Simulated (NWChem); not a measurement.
# Correlation energy of silene (CH$_{4}$Si)

```xyz
6

C      0.0000     0.0000    -1.1569
Si     0.0000     0.0000     0.5507
H      0.9266     0.0000    -1.7379
H     -0.9266     0.0000    -1.7379
H     -1.2496     0.0000     1.3539
H      1.2496     0.0000     1.3539
```
Charge 0, spin multiplicity 1.

All runs are NWChem calculations. All single points use one geometry, from PBE0/def2-SVP, a minimum by its harmonic frequencies.

Basis set: cc-pVDZ. Each correlation energy counts from its own Hartree-Fock reference.

The correlated methods keep 6 core orbitals frozen. Coupled-cluster values serve here as a point of comparison, not as the truth.

Question: Order these methods by the correlation energy they give, lowest first: RI-MP2, SCS-MP2, CR-CCSD[T], CCSD, CCSD+T(CCSD).

Answer: CCSD+T(CCSD) (-288.5 mHa), CR-CCSD[T] (-286.4 mHa), CCSD (-278.2 mHa), SCS-MP2 (-250.4 mHa), RI-MP2 (-243.9 mHa)
